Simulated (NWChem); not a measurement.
## Atomisation of H₅InO₃

SMILES: O.[OH][InH][OH]
```xyz
9

In     0.4488    -0.1823     0.0000
H      1.6619    -1.4006     0.0000
O     -0.3155     0.8961     1.5771
H      0.0785     0.6553     2.4359
O     -0.3155     0.8961    -1.5771
H      0.0785     0.6553    -2.4359
O     -1.8783    -0.6561     0.0000
H     -1.8678    -0.0334    -0.7781
H     -1.8678    -0.0334     0.7781
```
Charge 0, spin multiplicity 1.

Program: NWChem. Structure: optimised with PBE/def2-SVP with def2 effective core potentials on In, held to Cs symmetry and with no frequency check, so it may be a saddle point. It is one conformer; others weren't searched.

Basis set: def2-TZVP. The atomisation energy is electronic alone: no zero-point, thermal, spin-orbit or counterpoise terms. No value is extrapolated to the basis-set limit. Free atoms are single determinants with multiplicities In 2, H 2, O 3. Correlated methods freeze the same cores in atoms and molecule, 7 orbitals in all.

Effective core potentials replace the inner electrons of In; spin-orbit coupling is left out. B3LYP has NWChem's definition, with VWN1-RPA local correlation. The structure started from a generated list of species. No SCF solution was tested for a lower state. Open-shell Hartree-Fock references start from PBE0 orbitals.

For the atomisation energy, MP2 gives 657.2 kcal/mol and BLYP gives 660.9 kcal/mol. What do PBE0, PBE, B3LYP give?

PBE0: 651.1 kcal/mol; PBE: 675.7 kcal/mol; B3LYP: 655.2 kcal/mol.
